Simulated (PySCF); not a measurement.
## Cost of excited-state runs on `InChI=1S/C6H13O2P/c1-3-5-6-9(7,8)4-2/h4H,2-3,5-6H2,1H3,(H,7,8)`

Molfile (atoms numbered from 1):
```
C6H13O2P
     RDKit          3D

 22 21  0  0  0  0  0  0  0  0999 V2000
    4.0235    0.3976   -0.6918 C   0  0  0  0  0  0  0  0  0  0  0  0
    2.8213    0.4477   -1.2337 C   0  0  0  0  0  0  0  0  0  0  0  0
    1.4927   -0.5935   -0.5592 P   0  0  2  0  0  5  0  0  0  0  0  0
    1.9015   -1.5252    0.4983 O   0  0  0  0  0  0  0  0  0  0  0  0
    0.9377   -1.3864   -1.8592 O   0  0  0  0  0  0  0  0  0  0  0  0
    0.1023    0.5354   -0.1571 C   0  0  0  0  0  0  0  0  0  0  0  0
   -1.0521   -0.2934    0.3891 C   0  0  0  0  0  0  0  0  0  0  0  0
   -2.2449    0.5650    0.8027 C   0  0  0  0  0  0  0  0  0  0  0  0
   -3.4028   -0.2889    1.3051 C   0  0  0  0  0  0  0  0  0  0  0  0
    4.8558    0.9806   -1.0529 H   0  0  0  0  0  0  0  0  0  0  0  0
    4.2022   -0.2502    0.1514 H   0  0  0  0  0  0  0  0  0  0  0  0
    2.5824    1.0717   -2.0816 H   0  0  0  0  0  0  0  0  0  0  0  0
    1.1524   -2.3136   -1.7410 H   0  0  0  0  0  0  0  0  0  0  0  0
    0.4587    1.2498    0.5875 H   0  0  0  0  0  0  0  0  0  0  0  0
   -0.1902    1.0810   -1.0542 H   0  0  0  0  0  0  0  0  0  0  0  0
   -1.3674   -1.0066   -0.3770 H   0  0  0  0  0  0  0  0  0  0  0  0
   -0.6941   -0.8677    1.2468 H   0  0  0  0  0  0  0  0  0  0  0  0
   -2.5760    1.1590   -0.0526 H   0  0  0  0  0  0  0  0  0  0  0  0
   -1.9370    1.2595    1.5877 H   0  0  0  0  0  0  0  0  0  0  0  0
   -3.7398   -0.9696    0.5264 H   0  0  0  0  0  0  0  0  0  0  0  0
   -3.0953   -0.8797    2.1648 H   0  0  0  0  0  0  0  0  0  0  0  0
   -4.2412    0.3380    1.5997 H   0  0  0  0  0  0  0  0  0  0  0  0
  1  2  2  0
  2  3  1  0
  3  4  2  0
  3  5  1  6
  3  6  1  0
  6  7  1  0
  7  8  1  0
  8  9  1  0
  1 10  1  0
  1 11  1  0
  2 12  1  0
  5 13  1  0
  6 14  1  0
  6 15  1  0
  7 16  1  0
  7 17  1  0
  8 18  1  0
  8 19  1  0
  9 20  1  0
  9 21  1  0
  9 22  1  0
M  END
```

PySCF with density fitting, on 1 thread of an Arm Neoverse V2, shared host. Command: `OMP_NUM_THREADS=1 python excited_run.py task.json out`

(1) How long does this run take, and how much memory?
- vibronic structure, PBE0/def2-SV(P); full response; writes grids

Results:

(1) 
```tsv
run	level	basis functions	wall time	peak memory (GiB)
vibronic structure	PBE0/def2-SV(P)	156	60 s	0.91
```
Times from a shared host are rough.
